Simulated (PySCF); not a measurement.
A PySCF script (with the pyscf-properties extension) for the NMR shieldings of SMILES N([C@@](C#C)(C)CC#N)[SiH3], C6H10N2Si, on a GFN2-xTB geometry:

```python
import basis_set_exchange as bse
import numpy as np
from pyscf import gto, dft
from pyscf.prop import nmr

atoms = """
C    -1.367301   -1.833885   -1.501541
C    -0.901030   -1.050554   -0.726587
C    -0.384839   -0.069044    0.218250
C    -1.139108   -0.215743    1.547565
C    -0.664583    1.342143   -0.394407
C    -0.187264    2.378846    0.476371
N     0.209219    3.177038    1.193606
N     1.027512   -0.273885    0.432653
Si    2.173092   -0.734690   -0.766638
H    -1.762258   -2.532360   -2.177680
H    -0.821582    0.558076    2.244806
H    -0.924966   -1.190767    1.979354
H    -2.212410   -0.130506    1.391610
H    -0.147446    1.417665   -1.354489
H    -1.737734    1.471308   -0.556329
H     1.357111    0.290465    1.201970
H     1.824895   -2.077874   -1.225169
H     2.203580    0.161490   -1.935647
H     3.445310   -0.678474   -0.055159
"""
names = dict.fromkeys(["C", "N", "Si", "H"], "pcSseg-1")
basis = {el: gto.basis.parse(bse.get_basis(n, elements=[el], fmt="nwchem")) for el, n in names.items()}
mol = gto.M(atom=atoms, basis=basis, charge=0, verbose=0)
mf = dft.RKS(mol, xc="PBE0")
mf.grids.level = 2
mf.grids.alignment = dft.numint.BLKSIZE   # the property module wants whole blocks of grid points
mf.conv_tol = 1e-9
mf.kernel()

calc = nmr.RKS(mf)   # GIAO
C = mf.mo_coeff
Co = C[:, mf.mo_occ > 0]
resp = mf.gen_response(singlet=True, hermi=2)
def vind(x):   # induced exchange potential for any number of trial vectors
    d = np.einsum("pi,xij,qj->xpq", C, 2 * x.reshape(-1, C.shape[1], Co.shape[1]), Co, optimize=True)
    return np.einsum("xpq,pi,qj->xij", resp(d - d.transpose(0, 2, 1)), C, Co, optimize=True).ravel()
mo1, _ = nmr.rhf.solve_mo1(calc, with_cphf=vind)
sigma = calc.kernel(mo1)
for i, s in enumerate(sigma):   # ppm
    print("%2d %-2s %9.2f" % (i, mol.atom_pure_symbol(i), np.trace(s) / 3))
```

**Question.** What does it print?

**Answer.** 
```
 0 C     102.89
 1 C      97.31
 2 C     136.60
 3 C     153.38
 4 C     153.25
 5 C      64.40
 6 N     -36.70
 7 N     230.39
 8 Si    414.93
 9 H      29.62
10 H      29.74
11 H      29.89
12 H      30.27
13 H      28.64
14 H      29.24
15 H      30.93
16 H      26.80
17 H      26.98
18 H      27.27
```

These numbers come from an equivalent density-fitted implementation of the same equations, which agrees with the script to about 0.01 ppm for H and up to a few tenths of a ppm for heavy atoms, so last digits may differ.

**Question.** Turn these shieldings into chemical shifts. Shifts are taken against calculated references (same method and geometry level): 13C (186.93 ppm), 29Si (349.16 ppm), 1H (31.72 ppm) vs TMS; NH3 for 15N (267.73 ppm).

**Answer.** Averaging equivalent atoms: C 5: 122.5; C 1: 89.6; C 0: 84.0; C 2: 50.3; C 4: 33.7; C 3: 33.5; N 6: 304.4; N 7: 37.3; Si 8: -65.8; H 16/17/18: 4.70; H 13: 3.07; H 14: 2.48; H 9: 2.10; H 10/11/12: 1.75; H 15: 0.79 ppm. Experimental scales use liquid or dissolved standards, which lie at an offset from isolated NH3 (liquid NH3: subtract about 20 ppm). Unscaled 15N shifts of sp2 nitrogen come out 20 to 40 ppm too high even then.

Size and cost of the density-fitted run: 210 basis functions, 2.4 min wall time on 1 thread of an Intel Xeon, shared host; peak memory 1 GiB.
